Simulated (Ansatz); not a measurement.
Basis-set series for C2H10N2Sn (`C[NH][SnH2][NH]C`). The species carries charge 0 and has multiplicity 1. Sn takes the def2 core potential. All single points use the PBE0-D4/def2-TZVP geometry. It is one conformer, not always the lowest.

| functional | basis | functions | energy (Eh) | HOMO (eV) | LUMO (eV) |
| --- | --- | --- | --- | --- | --- |
| PBE0-D4 | def2-SVP | 132 | -405.63398 | -5.94 | 0.67 |
| PBE0-D4 | def2-QZVPP | 610 | -405.88227 | -6.18 | 0.04 |
| ωB97M-V | def2-SVP | 132 | -405.68792 | -8.23 | 2.40 |
| ωB97M-V | def2-QZVPP | 610 | -405.94793 | -8.49 | 1.28 |

Give the rows for def2-TZVPP. (Best estimate.)

The calculation gave: 
```
functional       basis  functions  energy (Eh)  HOMO (eV)  LUMO (eV)
   PBE0-D4  def2-TZVPP        314   -405.86809      -6.14       0.21
   ωB97M-V  def2-TZVPP        314   -405.93400      -8.45       1.66
```

Positive LUMOs are unbound and depend on the basis.

Computed with Ansatz.
